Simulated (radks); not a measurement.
Values are calculated unless marked as measured or tabulated.
Q: Pm+, 60 electrons, occupied as [Xe] 4f6 (not the ground configuration). Code: a radial shooting solver on a logarithmic mesh with Libxc functionals. Model: scalar-relativistic Kohn-Sham, PBE, spin-polarised, spherical densities, finite nucleus; open shells are filled with parallel spins first (spin-orbit coupling, left out, can overturn this in heavy ions); Fermi nuclear charge, rms radius 4.962 fm. Some entries of the table are withheld. Estimate them.

orbital  occ.  eigenvalue (Ry)  r(max) (bohr)  <1/r> (bohr^-1)
1s down     1        -3308.688        0.01479            67.42
1s up       1        -3308.688        0.01479            67.42
2s up       1        -537.8796        0.08380            15.59
2s down     1        -537.8786        0.08380            15.59
2p up       3        -480.3673        0.06761            14.67
2p down     3        -480.3667        0.06761            14.67
3s up       1        -117.2244         0.2386            5.693
3s down     1        -117.1134         0.2385            5.698
3p up       3        -99.16095         0.2338            5.373
3p down     3        -99.05052         0.2337            5.378
3d up       5        -74.38710         0.1918            5.100
3d down     5        -74.30210         0.1917            5.104
4s up       1        -23.34346         0.5523            2.383
4s down     1        -23.04899         0.5520            2.384
4p up       3        -17.42501         0.5766            2.193
4p down     3        -17.12850         0.5762            2.194
4d up       5         -9.06723         0.6036              (1)
4d down     5         -8.76808         0.6029              (2)
5s up       1         -3.25855          1.296              (3)
5s down     1         -3.06207          1.309              (4)
5p up       3         -1.87712          1.480           0.7563
5p down     3         -1.72423          1.503           0.7375
4f up       6         -0.27205         0.6450            1.224

A: 
(1) 4d up <1/r> (bohr^-1): 1.918
(2) 4d down <1/r> (bohr^-1): 1.918
(3) 5s up <1/r> (bohr^-1): 0.9081
(4) 5s down <1/r> (bohr^-1): 0.8924
